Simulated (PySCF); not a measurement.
# One molecule, several mistakes: B2CGeH6

These are calculations, not measurements. They come from PySCF 2.14.0, an open-source quantum chemistry program, on an isolated molecule that a program drew, which may never have been made. The molecule is B2CGeH6 (charge 0, singlet), drawn as the SMILES string `BC[BH][GeH]`.

Each row is a Hartree-Fock (HF) and frozen-core CCSD(T) single point in the cc-pVDZ basis, meant for a local HF minimum. Run 1 is clean. Each other run has one planted mistake out of seven kinds, and not every kind appears here: one electron removed, one electron added, multiplicity raised by two, geometry at a saddle point, minimal basis STO-3G, one bond length entered in bohr, all coordinates scaled. The reference is restricted for singlets and unrestricted otherwise, and also for a bond in bohr. Adding or removing an electron swaps singlet and doublet. Electrons count all cores. HOMO and LUMO are orbital energies over both spins, the gradient is its largest component, and the lowest frequency (negative if imaginary) is given only where the gradient is small. Bond lengths are over the 9 bonds as drawn. T1 is the CCSD diagnostic: over 0.02 (restricted) or 0.045 (unrestricted) a single reference is doubtful. Germanium has the cc-pVDZ-PP basis, with a core potential (ECP10MDF) in place of its 10 inner electrons, and its 3s, 3p and 3d shells are frozen in CCSD(T).

Geometry of the clean run:
```xyz
10
B2CGeH6, angstrom
B     0.2605   -2.2126    0.5712
C     1.5639   -1.9025   -0.2356
B     2.4257   -0.8081    0.5274
Ge    2.7466   -0.8142    2.6080
H    -0.8393   -1.9670    0.1577
H     0.3565   -2.6837    1.6794
H     1.4225   -1.6879   -1.2951
H     2.2170   -2.7887   -0.1360
H     2.9658    0.0661   -0.1061
H     1.5204    0.1778    2.8014
```

```
run,electrons,basis functions,<S^2>,HOMO (eV),LUMO (eV),gradient (hartree/bohr),lowest frequency (cm^-1),mean bond (Å),longest bond (Å),T1,HF (hartree),CCSD(T) (hartree),mistake
1,54,95,0.000,-8.43,0.61,1.6e-05,72,1.4064,2.105,0.0151,-384.04214,-384.50017,no fault
2,54,95,0.000,-8.38,0.72,2.9e-02,-,1.3586,2.034,0.0152,-384.03263,-384.48784,all coordinates scaled
3,55,95,0.764,-0.86,6.34,1.5e-02,-,1.4064,2.105,0.0221,-384.04577,-384.51758,one electron added
4,54,95,0.902,-7.85,0.34,4.0e-03,-,1.5635,3.003,0.0321,-383.96974,-384.40999,one bond length entered in bohr
5,54,95,2.022,-7.50,0.04,2.1e-02,-,1.4064,2.105,0.0171,-384.01167,-384.45231,?
```

**Which mistake was planted in run 5, and what did it cost?**

Electrons, basis and geometry are unchanged, and <S^2> is 2.022, beside S(S+1) = 2.00 for a multiplicity of 3. So the mistake is: multiplicity raised by two. Subtracting run 1 and multiplying by 627.51 kcal/mol a hartree, the energy moved by 19.1 kcal/mol in HF and 30.0 kcal/mol in CCSD(T).

